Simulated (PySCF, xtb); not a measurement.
C₄H₄Cl₂, SMILES Cl/C=C\C=C/Cl. Other conformers were not sampled.

Harmonic wavenumbers (cm⁻¹) from xtb 6.7.1 with GFN2-xTB at its own minimum, in rising order: 53, 129, 166, 282, 464, 470, 647, 725, 728, 755, 807, 854, 904, 1076, 1164, 1232, 1239, 1312, 1616, 1622, 3071, 3079, 3088, 3092.

### Question
What does B3LYP-D3(BJ)/def2-SVP (PySCF) give at its own minimum? (The exact figures need the calculation; the answer reports its results.)

### Answer
60, 138, 181, 311, 507, 520, 679, 725, 739, 782, 789, 954, 978, 1085, 1195, 1252, 1310, 1383, 1633, 1700, 3178, 3185, 3222, 3222. Paired by order, the mean absolute difference is 50 cm⁻¹ and the zero-point energies are 40.8 and 42.5 kcal/mol.
